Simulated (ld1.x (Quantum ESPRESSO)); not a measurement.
**Before and after: TM potential for palladium (Pd)**

ld1.x (Quantum ESPRESSO) 7.5 input, shortened:

```
&input
   title='Pd', zed=46., rel=2, dft='PZ', iswitch=3,
   config='[Kr] 4d10 5s0 5p0', rel_dist='average'
 /
 &inputp
   pseudotype=2, tm=.true., lloc=-1, rcloc=2.95,
   nlcc=.true., new_core_ps=.true.
 /
3
5S  1  0   0.00   0.00  1.90  1.90  0.0
5P  2  1   0.00   0.00  3.55  3.55  0.0
4D  3  2  10.00   0.00  2.00  2.00  0.0
 &test
   configts(1)='4d10 5s0 5p0'
 /
```

Open shells are filled in proportion to 2j + 1 (rel_dist='average').

Change: wave 4d (bound): rc 2.00 bohr becomes 4d (bound): rc 2.30 bohr.

Cutoffs: the cutoffs (Ry, on a coarse ladder) from which the occupation-weighted sum of valence levels, in a spherical-Bessel basis at the reference potential, stays within 10 and 1 mRy of its value at 400 Ry; they do not see the model core or the augmentation charge, which bear on the density cutoff. Errors are all-electron minus pseudo energies relative to the spin-unpolarised reference configuration.

Problem. What does the change do?

Solution. The potential gets softer (50 Ry and 80 Ry → 45 Ry and 70 Ry); the errors of the 7 common tests hardly move; neither file shows a bound ghost. A larger radius leaves more room for a smooth pseudo-wave, so fewer plane waves are needed.

```tsv
quantity	base	changed
cutoff, loose	50 Ry	45 Ry
cutoff, tight	80 Ry	70 Ry
bound ghosts	none	none
error for 4d9 5s0 5p0, meV [ΔE 9.39 eV]	-52	-51
error for 4d8 5s0 5p0, meV [ΔE 30.47 eV]	-323	-306
error for 4d7 5s0 5p0, meV [ΔE 65.07 eV]	-982	-894
error for 4d6 5s0 5p0, meV [ΔE 114.61 eV]	-2147	-1874
error for 4d9 5s0 5p1, meV [ΔE 5.32 eV]	-61	-57
error for 4d9 5s1 5p0, meV [ΔE 1.44 eV]	-57	-49
error for 4d9.5 5s0 5p0, meV [ΔE 3.37 eV]	-9.5	-9.4
s: phases at 3.87 bohr within 0.05 rad from the reference energy up to (Ry; the scan ends near 5)	1.0	1.0
p1/2: phases at 3.87 bohr within 0.05 rad from the reference energy up to (Ry; the scan ends near 5)	1.4	1.4
p3/2: phases at 3.87 bohr within 0.05 rad from the reference energy up to (Ry; the scan ends near 5)	1.4	1.4
d3/2: phases at 3.87 bohr within 0.05 rad from the reference energy up to (Ry; the scan ends near 5)	0.6	0.6
d5/2: phases at 3.87 bohr within 0.05 rad from the reference energy up to (Ry; the scan ends near 5)	0.6	0.6
```
